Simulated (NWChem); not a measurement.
System: WO$_{4}$ (charge -2); SMILES [O]=[W-2](=[O])(=[O])=[O]

Program: NWChem. Sets without diffuse functions describe the anion's extra electron poorly. Structure relaxed at the B3LYP/def2-SVPD level. Not confirmed as a minimum by frequencies. The highest occupied level is positive in some or all of these runs, so the extra electron may be held by the finite basis. def2 effective core potentials on W; no spin-orbit coupling. Total energies compare along this basis series because the functional is fixed.

```
level           basis functions  energy (Ha)  highest occupied level (eV)  orbital gap (eV)  relative time
--------------  ---------------  -----------  ---------------------------  ----------------  -------------
PBE/def2-SVP                 88    -367.6615                         4.69              4.27              1
PBE/def2-SVPD               127    -367.7271                         3.63              3.71              2
PBE/def2-TZVP               164    -368.0655                         4.28              4.48              4
PBE/def2-TZVPD              203    -368.0853                         3.67              3.18              6
PBE/def2-TZVPP              180    -368.0710                         4.29              4.49              4
```

The last column is a rough cost ratio, cheapest run = 1.
